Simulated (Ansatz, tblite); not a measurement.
Spin states of [Co(PH3)Cl5]2- (CoPH3Cl5²⁻), formally d⁶, each relaxed with PBE0-D4/def2-SVPD in Ansatz. Electronic energies in the gas phase.

The xTB rows come from tblite. A multiply charged anion in the gas phase is held together partly by the finite basis.

Singlet geometry:

Cartesian coordinates in Å:
```
Co -0.012 0.293 0.880
P -0.003 -0.414 -1.190
H 0.774 -1.562 -1.492
H 0.459 0.476 -2.188
H -1.242 -0.807 -1.768
Cl 0.115 1.153 3.001
Cl 0.645 -1.831 1.491
Cl -0.722 2.271 -0.105
Cl -2.206 -0.368 1.067
Cl 2.191 0.789 0.305
```

Quintet geometry:

Cartesian coordinates in Å:
```
Co -0.0183 1.0895 -0.3720
P 0.0367 -1.2198 0.4725
H 1.2404 -1.9608 0.3261
H -0.8944 -2.1610 -0.0266
H -0.1688 -1.4208 1.8719
Cl -0.2262 3.0221 -1.5637
Cl 2.3817 0.8931 -0.1065
Cl -2.4034 0.4616 -0.1820
Cl -0.1222 1.7823 1.9195
Cl 0.1745 -0.4863 -2.3393
```

Run but left out: HF/STO-3G, B2PLYP/def2-TZVPD (singlet: restricted singlet, unstable in another Hartree–Fock run and untested here); HF/def2-TZVPD, r2SCAN-D4/def2-TZVPD, MP2/def2-TZVPD (singlet: restricted singlet, unstable towards broken spin symmetry).

The triplet was relaxed too but is left out (at the level of its geometry, ⟨S²⟩ 2.33, where a pure state has 2.00).

```csv
level,quintet − singlet (kcal/mol),lowest of these,remarks
GFN1-xTB,59.2,singlet,–
GFN2-xTB,45.3,singlet,–
PBE-D4/def2-TZVPD,15.2,singlet,"HOMO above zero (quintet), HOMO above zero (singlet)"
BLYP-D4/def2-TZVPD,14.5,singlet,"HOMO above zero (quintet), HOMO above zero (singlet)"
CAM-B3LYP-D4/def2-TZVPD,4.4,singlet,–
```

| state | donor atoms | mean metal–ligand distance (Å) | range (Å) | Mulliken spin on the metal (PBE0) |
| --- | --- | --- | --- | --- |
| singlet | 6 | 2.289 | 2.19–2.33 | 0 |
| quintet | 6 | 2.427 | 2.28–2.53 | 2.73 |

⟨S²⟩ at PBE0-D4/def2-TZVPD: singlet 0.00 (pure 0.00).

The xTB methods have no term that favours high spin, so they put low spin too low.
